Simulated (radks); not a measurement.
Values are calculated unless marked as measured or tabulated.
Q: Ionisation of Ag+, [Kr] 4d10, to Ag2+, [Kr] 4d9, under several functionals. Scalar-relativistic Kohn-Sham, spin-unpolarised, spherical densities, finite nucleus; a radial shooting solver on a logarithmic mesh with Libxc functionals. The NIST Atomic Spectra Database gives 21.484 eV (measured). Rank these functionals by the error of their Delta-SCF ionisation energy: SCAN; TASK exchange with Perdew-Wang LDA correlation; MS2 meta-GGA.

A: From best to worst: MS2 meta-GGA 22.076 eV (+0.591); TASK exchange with Perdew-Wang LDA correlation 22.187 eV (+0.703); SCAN 22.286 eV (+0.801). Spin polarisation and multiplet splitting are left out, so open shells lie too high by an amount that depends on their filling.

Beside tabulated values, note that spin-unpolarised runs miss the spin-polarisation part of the exchange energy of open shells.
